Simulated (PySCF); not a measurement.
Level of theory: ωB97X-D3(BJ)/def2-TZVP // PBE0-D3(BJ)/def2-TZVP run with PySCF. Gas-phase values, no solvent. One relaxed conformer stands for a flexible species; it need not be the lowest. Excitations are Tamm–Dancoff values on a coarser integration grid. The basis has no diffuse functions, so Rydberg states are missing or too high.

Reference species (SMILES): `C/C=C(/O)[SiH3]` (Si–C–O–H torsion 180°) (neutral, multiplicity 1).

```yaml
brightest of the four lowest singlets (TDA): 6.62 eV
HOMO: -8.88 eV
S1 excitation (TDA): 6.52 eV
```

Changed species: `O/C=C/C[SiH3]` (H–O–C–C torsion -1°, C–C–C–Si torsion -111°).

Task: What does the change do to the brightest of the four lowest singlets (TDA), HOMO and S1 excitation (TDA)?

Result: the brightest of the four lowest singlets (TDA) rises by 0.34 eV, to 6.96 eV; the HOMO increases by 0.18 eV, to -8.70 eV; the S1 excitation (TDA) falls by 0.09 eV, to 6.43 eV.
